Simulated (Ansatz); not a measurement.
Saddle point of BSiH6Br, closed shell (BSiH₆Br ([Br][BH2]1[H][SiH3]1) → BSiH₆Br ([SiH3][BH2][BrH]); bonds formed: Br2–H5; dative contacts that become bonds: B1–Si6; bonds broken: B1–H5, H5–Si6; bonds weakened to dative contacts: B1–Br2), PBE0-D4/def2-TZVP structure:

B1  (-0.835, -0.437, -0.408)
Br2  (0.098, 0.726, -2.575)
H3  (-1.873, 0.149, -0.451)
H4  (-0.736, -1.526, -0.885)
H5  (0.579, 0.490, -1.213)
Si6  (0.467, 0.086, 1.066)
H7  (1.892, -0.260, 0.796)
H8  (-0.002, -0.746, 2.212)
H9  (0.411, 1.519, 1.458)
(Å)

Energies are electronic, without zero-point energy. Barriers and step energies count from the start structure reached by relaxing down the imaginary mode; all methods use the PBE0-D4 structures, on which another method's saddle can fall below an end. Program: Ansatz 0.2.0. Basis: def2-TZVPP, with def2-QZVPP for the basis limit. Cores are frozen in the correlated methods. Filled d shells of the heavier atoms are correlated. The def2 sets are not built for correlating such inner shells, so the correlated values are less sure here. B3LYP uses VWN-RPA correlation. Extrapolation: Hartree–Fock as exp(−7.88 √X), correlation as X^−2.97.

```json
{"method": "SPW92", "barrier (eV)": "1.363", "step energy (eV)": "1.096"}
{"method": "PBE-D4", "barrier (eV)": "1.230", "step energy (eV)": "0.989"}
{"method": "BLYP-D4", "barrier (eV)": "1.101", "step energy (eV)": "0.888"}
{"method": "r2SCAN-D4", "barrier (eV)": "?", "step energy (eV)": "1.039"}
{"method": "B97M-V", "barrier (eV)": "1.223", "step energy (eV)": "0.924"}
{"method": "PBE0-D4", "barrier (eV)": "1.307", "step energy (eV)": "1.016"}
{"method": "B3LYP-D4", "barrier (eV)": "1.183", "step energy (eV)": "0.925"}
{"method": "r2SCAN0-D4", "barrier (eV)": "1.343", "step energy (eV)": "1.055"}
{"method": "BHLYP-D4", "barrier (eV)": "1.248", "step energy (eV)": "0.942"}
{"method": "CAM-B3LYP-D4", "barrier (eV)": "?", "step energy (eV)": "0.950"}
{"method": "wB97X-V", "barrier (eV)": "1.293", "step energy (eV)": "0.966"}
{"method": "wB97M-V", "barrier (eV)": "1.314", "step energy (eV)": "0.999"}
{"method": "B2PLYP", "barrier (eV)": "1.242", "step energy (eV)": "0.962"}
{"method": "PBE-QIDH", "barrier (eV)": "1.375", "step energy (eV)": "1.047"}
{"method": "RPA on PBE", "barrier (eV)": "1.206", "step energy (eV)": "0.867"}
{"method": "HF", "barrier (eV)": "1.139", "step energy (eV)": "0.834"}
{"method": "MP2", "barrier (eV)": "?", "step energy (eV)": "1.039"}
{"method": "CCSD", "barrier (eV)": "1.244", "step energy (eV)": "0.917"}
{"method": "CCSD(T)", "barrier (eV)": "1.250", "step energy (eV)": "0.933"}
```

**Question.** Fill in the withheld barriers. (An estimate is asked for; the value comes from the calculation.)

**Answer.** The calculation gives: MP2 1.373; r2SCAN-D4 1.283; CAM-B3LYP-D4 1.248 eV. Each is the energy of the saddle less that of the start structure, by the same method.

For comparison, the barrier by CCSD(T) at an estimated basis limit (MP2 extrapolated from triple and quadruple zeta, plus CCSD(T) − MP2 in triple zeta) is 1.289 eV.

The T1 diagnostic stays at or below 0.011.

Labels in which every atom is bracketed show which atoms are joined, not bond orders.

For scale, one of the runs: CCSD(T)/def2-TZVPP, 205 basis functions, launched by `ansatz run in.yaml --threads 3 --pin off --events-out ev --progress --plain --max-ram 6092MiB`. Time: 30 s of wall clock on 3 CPU threads of an Intel Xeon; the host was shared. Peak host memory: 2.8 GiB.
